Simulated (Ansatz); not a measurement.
Mulliken charges of ClCrHO3, SMILES `[O]=[Cr](=[O])([OH])[Cl]` from ωB97M-V/def2-TZVPP in Ansatz (PBE0-D4/def2-TZVP geometry).

```csv
atom,x (Å),y (Å),z (Å),charge (e)
O1,0.142,-1.798,-0.396,-0.356
Cr2,0.264,-0.292,-0.100,1.048
O3,1.219,-0.059,1.087,-0.354
O4,-1.308,0.339,0.258,-0.372
Cl5,1.062,0.692,-1.800,-0.181
H6,-1.336,1.054,0.905,0.214
```

Task: By hand: the dipole of these point charges (1 e Å = 4.8032 D).

Result: Σ q r = (-0.197, 0.329, 0.075) e Å, of length 0.391 e Å = 1.88 D.

Task: How does the dipole of the full density compare? (Estimate.)

Result: The calculation gave: (-0.208, 0.339, 0.232) e Å, 2.21 D; the point charges give 0.85 times that, at 19° from its direction.

Point charges leave out the atoms' own dipoles, such as those of lone pairs, and Mulliken's split depends on the basis, so the two needn't agree.
